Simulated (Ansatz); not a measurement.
Single points on the cluster MoO3.

```yaml
crystal:
  periodic: [false, false, false]
  atoms:
    - {symbol: Mo, position_ang: [-0.373410, 0.215984, -0.523185]}
    - {symbol: O, position_ang: [-1.708806, 0.938271, 0.181582]}
    - {symbol: O, position_ang: [0.693340, -1.208047, 0.158665]}
    - {symbol: O, position_ang: [1.388867, 0.053791, 0.182938]}
basis:
  gaussian: {orbitals: def2-TZVP, initial_orbitals: start.molden}
hamiltonian: {xc: {name: BHLYP}, dispersion: d4}
scf: {omitted_lower_state_checks: [starts]}
output: {orbitals: {seedname: orbitals}}
```

The file start.molden holds the orbitals of an earlier run on this structure, at another level or in another basis.

```sh
$ ansatz run in.yaml --threads 4 --pin off --events-out ev --progress --plain --max-ram 3916MiB
```

Shortened log:

```
Functional definition: BHLYP
  name "BHLYP"
  cite "Becke, J. Chem. Phys. 98, 1372 (1993) doi:10.1063/1.464304"
  cite "Becke, Phys. Rev. A 38, 3098 (1988) doi:10.1103/PhysRevA.38.3098"
  cite "Lee, Yang & Parr, Phys. Rev. B 37, 785 (1988) doi:10.1103/PhysRevB.37.785"
  parameter a = 0.5
  exchange = (1 - a)*b88_x + a*exact_x
  correlation = lyp_c
these checks for a lower state are left out or cut short: starts
960 factors; their error is unknown
mean field evaluation 1: about -7990.1251 eV, gradient 8.0e0 eV
mean field evaluation 2: about -7990.2712 eV, gradient 3.3e-1 eV
mean field evaluation 4: about -7990.4487 eV, gradient 6.6e-1 eV
mean field evaluation 8: about -7990.4492 eV, gradient 1.2e-5 eV
mean field evaluation 16: about -7990.4492 eV, gradient 4.0e-5 eV
mean field -7990.44921184 eV, -293.6435924140 hartree, gradient 4.0e-5 eV, S^2 0.000000; 0 other end points of the search recorded, 0 dependent functions left out
reference -7990.44937073 eV, -293.6435982533 hartree; 19, 19 occupied and 114, 114 virtual orbitals, 960 factors
Total energy: -7990.56697355 eV, -293.6479200771 hartree
Checks for a lower state left out: starts
```

Run time 2.2 s (4 threads of Intel Xeon Platinum 8375C on a shared host).

The first input with `hamiltonian: {xc: {name: CAM-B3LYP}, dispersion: d4}` (abridged; 1.4 s):

```
Functional definition: CAM-B3LYP
mean field -7994.14744550 eV, -293.7794999943 hartree, gradient 1.1e-5 eV, S^2 0.000000
Total energy: -7994.22155619 eV, -293.7822235119 hartree
Checks for a lower state left out: starts
```

The first input with `hamiltonian: {xc: {name: B2PLYP}}` and without the key `output` (abridged; 2 s):

```
Functional definition: B2PLYP
mean field -7980.12178006 eV, -293.2640662963 hartree, gradient 4.8e-6 eV, S^2 0.000000; unrestricted orbitals would lower it
3 core orbitals not correlated: weight in the atoms' cores, before any rotation towards them, 1.000 or more for the frozen orbitals, at most 0.000 for the correlated occupied ones
second order -40.14826340 eV of doubles, -0.00000000 eV of singles
Total energy: -7990.96195987 eV, -293.6624355567 hartree
Checks for a lower state left out: starts
```

Geometry: r2SCAN-D4/def2-TZVP.

In the def2 sets Mo takes a core potential; there is no spin–orbit coupling. Correlated methods freeze 3 core orbitals; core or outer-core shells of Mo are correlated, in sets that lack core-valence functions. The structure holds one bond between oxygen atoms, so isomers without such links may lie far lower. The restricted singlet is unstable towards broken spin symmetry at other levels; at BHLYP-D4/def2-TZVP, CAM-B3LYP-D4/def2-TZVP this wasn't settled. At B2PLYP/def2-TZVP the restricted singlet (for correlated methods, its reference) is unstable: a solution with broken spin symmetry lies lower. The geometry of the singlet was relaxed on an unsound state (restricted singlet, unstable towards broken spin symmetry). At PBE0-D4/def2-TZVP a triplet of charge 0 lies 0.36 eV below the restricted singlet, each at its own geometry. The structure comes from a short search, and lower isomers may exist.
